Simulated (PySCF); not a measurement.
# Correlation energy of Xe²⁺ (xenon, charge +2)

[Kr] 4d10 5s2 5p4, high-spin 3P determinant. Computed with PySCF 2.14 in def2-SVP with the def2 core potential (28 electrons) (6s5p3d2f, 50 functions), with a scalar-relativistic core potential. Frozen: 4s2 4p6 4d10; 6 electrons correlated.

MP2 pair energies summed by pair of shells (mhartree):

| pair | energy | share (%) |
| --- | --- | --- |
| 5p-5p | -41.71 | 46.2 |
| 5s-5p | -41.69 | 46.2 |
| 5s-5s | -6.88 | 7.6 |

Total MP2 correlation energy: -90.27 mhartree.

Same-spin part -20.11 and opposite-spin part -70.16 mhartree; SCS-MP2 scales them by 1/3 and 6/5 to -90.90 mhartree.

```json
{"level": "CCSD", "correlation energy (mhartree)": "-108.14"}
{"level": "(T)", "correlation energy (mhartree)": "-2.57"}
{"level": "CCSD(T)", "correlation energy (mhartree)": "-110.71"}
```

Diagnostics: T1 = 0.0066, D1 = 0.0203, largest double amplitude 0.044.

Cost of the coupled-cluster step: 0.76 s of wall time on 1 thread of Intel(R) Xeon(R) Platinum 8559C (shared host), for 6 correlated electrons.
